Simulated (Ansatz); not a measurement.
Reaction (substitution at a C–C bond): `CC1B[SiH2]1` + HBr → `BrC1B[SiH2]1` + CH₄

Calculated with Ansatz (gas phase, PBE0-D4/def2-TZVP geometries, no zero-point term in ΔE). CBS: MP2 limit from def2 TZ/QZ plus the TZ coupled-cluster correction, frozen cores. This one scheme is used for every species. Functionals use def2-TZVPP. B3LYP here is the variant with VWN-RPA as its local correlation; programs differ in this. HSE06 is defined as in plane-wave codes. For Br outer-core shells are correlated without core-valence functions, which leaves a few kJ/mol of doubt a bond. Scalar relativity is left out up to krypton.

`CC1B[SiH2]1`:

Cartesian coordinates in Å:
```
C -0.394 -1.430 -0.547
C 0.393 -0.217 -0.121
B 0.430 1.088 -0.822
Si 0.195 1.521 1.008
H 0.269 -2.170 -1.005
H -0.884 -1.915 0.303
H -1.161 -1.169 -1.277
H 1.142 -0.460 0.642
H -0.057 1.432 -1.851
H 1.139 1.241 2.114
H -1.071 2.079 1.557
```

HBr:

Z-matrix (Å, degrees):
```
Br
H 1 1.420
```

`BrC1B[SiH2]1`:

Z-matrix (Å, degrees):
```
C
B 1 1.472
Si 1 2.075 2 62.3
Br 1 1.913 2 125.0 3 -134.7
H 1 1.089 2 124.8 3 63.3
H 2 1.185 1 132.4 3 137.6
H 3 1.479 1 100.0 2 135.4
H 3 1.486 1 127.4 2 -98.9
```

CH₄:

Z-matrix (Å, degrees):
```
C
H 1 1.090
H 1 1.090 2 109.5
H 1 1.090 2 109.5 3 -120.0
H 1 1.090 2 109.5 3 120.0
```

**Question.** Is it downhill or uphill in electronic energy at CCSD(T)/CBS, and by how much? (Estimate.)

**Answer.** Computed: Uphill: ΔE = +4.9 kJ/mol.

**Question.** What do these levels give: B3LYP, HSE06, CAM-B3LYP, RPA@PBE/def2-TZVPP, CCSD(T)/def2-SVP, HF/CBS(def2)? (Best estimate.)

**Answer.** Ansatz gave: B3LYP 0.1, HSE06 4.6, CAM-B3LYP 6.4, RPA@PBE/def2-TZVPP 5.3, CCSD(T)/def2-SVP 21.5, HF/CBS(def2) 8.8 kJ/mol.

Largest T1 diagnostic among the species: 0.013.

From PBE to PBE0 (25 % exact exchange), in def2-TZVPP and without D4, ΔE moves by +5.6 kJ/mol. At CCSD(T), def2-SVP lies +16.6 kJ/mol from the extrapolated value and def2-TZVPP +0.9 kJ/mol. Leaving LDA and LC-ωPBE aside and taking each functional with its dispersion term where it has one, the values, not all of them listed here, spread over 12.4 kJ/mol, from BLYP-D4 to ωB97X-V. LDA lies +9.5 kJ/mol from PBE without D4.
